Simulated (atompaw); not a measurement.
## What one change does to a pseudopotential (phosphorus, PAW (atompaw))

```
Element                 : phosphorus
Generator               : atompaw 4.2.0.5
Type                    : PAW
Functional              : PBEsol
Relativity              : non-relativistic
Frozen core             : [Ne]
Valence charge          : 5
Reference configuration : 3s2 3p3
Partial waves           : 3s (bound): rc 1.80 bohr; 3s channel at -0.2 Ry: rc 2.25 bohr; 3p (bound): rc 2.25 bohr; 3p channel at 0.35 Ry: rc 2.25 bohr; 3d channel at 0.2 Ry: rc 2.25 bohr; 3d channel at 2.65 Ry: rc 1.80 bohr
Local potential         : ultrasoft scheme with l = 3 at 1 Ry, radius 1.95 bohr
Core correction         : smooth core density matched at 1.60 bohr
Augmentation charge     : sinc compensation charge, radius 1.90 bohr; PAW radius 2.25 bohr; waves and projectors: custom rrkj vanderbiltortho
```

Change: augmentation sinc compensation charge, radius 1.90 bohr; PAW radius 2.25 bohr; waves and projectors: custom polynom2 7 10 vanderbiltortho.

Cutoffs: the cutoffs (Ry, on a coarse ladder) from which the occupation-weighted sum of valence levels, in a spherical-Bessel basis at the reference potential, stays within 10 and 1 mRy of its value at 400 Ry; they do not see the model core or the augmentation charge, which bear on the density cutoff.

What does the change do?

The potential gets neither clearly harder nor softer (12 Ry and 15 Ry → 10 Ry and 18 Ry); the s channel sets the loose cutoff, while the largest relative change is in p, which becomes softer; neither file shows a bound ghost.

| quantity | base | changed |
| --- | --- | --- |
| cutoff, loose | 12 Ry | 10 Ry |
| cutoff, tight | 15 Ry | 18 Ry |
| loose cutoff by channel (10 mRy a level) | s 6 Ry, p 10 Ry | s 6 Ry, p 6 Ry |
| bound ghosts | none | none |
| s: phases at 2.27 bohr within 0.05 rad from the reference energy up to (Ry; the scan ends near 5) | 2.6 | 3.3 |
| p: phases at 2.27 bohr within 0.05 rad from the reference energy up to (Ry; the scan ends near 5) | 4.1 | 4.6 |
| d: phases at 2.27 bohr within 0.05 rad from the reference energy up to (Ry; the scan ends near 5) | to the end of the scan | 4.9 |
| lowest overlap eigenvalue by channel | s 0.23, p 0.90, d 0.96 | s 0.15, p 0.95, d 1.00 |

 The cutoffs see the waves, projectors and local potential, not the compensation charge or the core.
